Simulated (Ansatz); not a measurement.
`CO[SiH]([SiH3])S` + HCl → `CO[SiH]([SiH3])Cl` + H₂S at 298.15 K and 1 bar (ligand exchange at the Si–S bond).

Isolated molecules relaxed with PBE0-D4/def2-TZVP in Ansatz; ΔE leaves out vibrations. CBS: MP2 limit from def2 TZ/QZ plus the TZ coupled-cluster correction, frozen cores. This one scheme is used for every species. One conformer a species, not always the lowest.

```json
{"species": "`CO[SiH]([SiH3])S`", "CCSD(T)/CBS energy (Eh)": "-1094.02757", "H − E (kJ/mol)": "253.9", "S (J/(mol·K))": "401.1"}
{"species": "HCl", "CCSD(T)/CBS energy (Eh)": "-460.38127", "H − E (kJ/mol)": "26.6", "S (J/(mol·K))": "186.8"}
{"species": "`CO[SiH]([SiH3])Cl`", "CCSD(T)/CBS energy (Eh)": "-1155.45034", "H − E (kJ/mol)": "230.9", "S (J/(mol·K))": "392.4"}
{"species": "H₂S", "CCSD(T)/CBS energy (Eh)": "-398.97279", "H − E (kJ/mol)": "49.9", "S (J/(mol·K))": "205.7"}
```

H − E and S are ideal-gas, rigid-rotor, harmonic terms from PBE0-D4/def2-TZVP, for one conformer and one mirror image of each species. 1 Eh = 2625.50 kJ/mol, R = 8.31446 J/(mol·K).

Task: By hand: ΔE, ΔH, ΔS and ΔG.

Result: ΔE = (-1155.45034) + (-398.97279) − (-1094.02757) − (-460.38127) = -0.01429 Eh = -37.5 kJ/mol. Δ(H − E) = 230.9 + 49.9 − 253.9 − 26.6 = 0.3, so ΔH = -37.2 kJ/mol. ΔS = 392.4 + 205.7 − 401.1 − 186.8 = 10.2 J/(mol·K). ΔG = -37.2 − 298.15 × (10.2)/1000 = -40.2 kJ/mol.

Task: By hand: the equilibrium constant, and the temperature at which ΔG would vanish if ΔH and ΔS stayed fixed.

Result: log₁₀ K = −ΔG/(RT ln 10) = 7.0. ΔH and −TΔS have one sign here, so there is no such temperature.

The number of gas molecules stays the same, so ΔS is small and ΔH decides. A doubt of 5 kJ/mol in ΔE shifts log₁₀ K by 0.9 here. Other conformers and mirror images would add mixing entropy, several J/(mol·K) or more a flexible species. These are equilibria of isolated gas molecules and say nothing of rates. Largest T1 diagnostic: 0.012 (customary marks: 0.02 for closed shells, 0.045 for open ones).

ΔS is within the doubt of such terms, so its sign, and with it that verdict, could turn.
